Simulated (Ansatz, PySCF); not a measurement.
Reaction R1 → P1, each structure at its B3LYP-D3(BJ)/def2-TZVP stationary point, reached from a drawn start; harmonic modes at that level show minima.
R1, CH2O2 (SMILES O=CO) (charge 0, multiplicity 1, Z-matrix in Å and degrees):
```
C
O 1 1.1967
O 1 1.3439 2 125.18
H 3 0.9719 1 107.71 2 0.00
H 1 1.0974 2 125.25 3 -180.00
```
P1, CH2O2 (SMILES O=CO) (charge 0, multiplicity 1):
```xyz
5

C     -0.222    -0.067     0.364
O     -0.226    -0.068     1.554
O      0.871     0.261    -0.359
H     -1.097    -0.329    -0.256
H      0.674     0.202    -1.303
```

| level | reaction energy (kcal/mol) | minus CCSD(T)/cc-pVQZ |
|---|---|---|
| PBE/def2-TZVPP | 3.92 | -0.39 |
| BLYP/def2-TZVPP | 3.88 | -0.42 |
| BLYP-D4/def2-TZVPP | 3.89 | -0.41 |
| r2SCAN/def2-TZVPP | 4.08 | -0.22 |
| r2SCAN-D3(BJ)/def2-TZVPP | 4.08 | -0.22 |
| B97M-V/def2-TZVPP | 4.00 | -0.30 |
| B3LYP/def2-TZVPP | 4.16 | -0.14 |
| B3LYP-D3(BJ)/def2-TZVPP | 4.18 | -0.12 |
| B3LYP-D4/def2-TZVPP | 4.16 | -0.14 |
| PBE0-D4/def2-TZVPP | 4.22 | -0.09 |
| BHLYP-D3(BJ)/def2-TZVPP | 4.52 | 0.22 |
| CAM-B3LYP-D4/def2-TZVPP | 4.39 | 0.09 |
| wB97M-V/def2-TZVPP | 4.37 | 0.06 |
| MP2/cc-pVQZ | 4.34 | 0.03 |
| MP2/CBS(cc-pVTZ, cc-pVQZ) | 4.34 | 0.03 |
| SCS-MP2/cc-pVTZ | 4.46 | 0.16 |
| SCS-MP2/cc-pVQZ | 4.27 | -0.03 |
| CCSD/cc-pVQZ | 4.34 | 0.03 |
| CCSD(T)/cc-pVDZ | 5.23 | 0.93 |
| CCSD(T)/cc-pVQZ | 4.30 | 0.00 |

 The comparison column counts from a level with limits of its own.

P less R. No zero-point or thermal terms.

Cores are frozen in the correlated methods. CBS(a, b) extrapolates the correlation energy as X⁻³ and adds the Hartree–Fock energy of set b.

Run with Ansatz (Gaussian basis) for Hartree–Fock, density functionals and correlated methods; PySCF for the D3/D4 terms. Each number belongs to the level named beside it.

Ansatz is a program for electronic structure.
